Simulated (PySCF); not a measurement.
A calculated (M06, PySCF 2.14, aug-cc-pVQZ, no relativity, point nucleus) atom or ion has these occupied shells.

```json
{"shell": "1s α", "electrons": "1", "orbital energy (eV)": "-187.90", "rms radius, mean of both spins (bohr)": "0.382"}
{"shell": "1s β", "electrons": "1", "orbital energy (eV)": "-187.63", "rms radius, mean of both spins (bohr)": "0.382"}
{"shell": "2s α", "electrons": "1", "orbital energy (eV)": "-10.831", "rms radius, mean of both spins (bohr)": "2.15"}
{"shell": "2s β", "electrons": "1", "orbital energy (eV)": "-9.698", "rms radius, mean of both spins (bohr)": "2.15"}
{"shell": "2p α", "electrons": "1", "orbital energy (eV)": "-5.137", "rms radius, mean of both spins (bohr)": "2.49"}
```

Q: Name the element and its charge.

A: B (boron, neutral), in [He] 2s2 2p1, 2P determinant.
